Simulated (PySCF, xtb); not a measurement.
CH5FO2Si2, SMILES O=CO[Si@@H](F)[SiH3]. The values are those of a single conformer.

Harmonic wavenumbers (cm⁻¹) from GFN2-xTB (xtb) at its own minimum, in rising order: 44, 111, 143, 186, 221, 242, 302, 441, 499, 525, 632, 642, 691, 740, 770, 808, 825, 832, 949, 1236, 1359, 1752, 2166, 2259, 2281, 2325, 2820.

Problem. What does PBE-D3(BJ)/def2-SVP in PySCF give at its own minimum? (Estimate from the structure and the level; the computed values follow.)

Solution. 36, 117, 152, 173, 212, 232, 333, 407, 498, 520, 680, 711, 781, 801, 844, 878, 893, 914, 1003, 1183, 1342, 1763, 2143, 2179, 2203, 2208, 2962. Paired by order, the mean absolute difference is 47 cm⁻¹ and the zero-point energies are 36.9 and 37.4 kcal/mol.
